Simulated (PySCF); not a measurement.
Excitations are Tamm–Dancoff values on a coarser integration grid. The basis has no diffuse functions, so Rydberg states are missing or too high.

Species: C₄H₅O, SMILES `[O+](/[H])=C/C#CC` (charge 1, multiplicity 1).

Problem. What LUMO, HOMO–LUMO gap and S1 excitation (TDA) does TPSSh-D3(BJ)/def2-TZVP (PySCF) give?

Solution. 
The LUMO comes out as -9.18 eV and the HOMO–LUMO gap is 4.08 eV. The S1 excitation (TDA) is 3.36 eV.
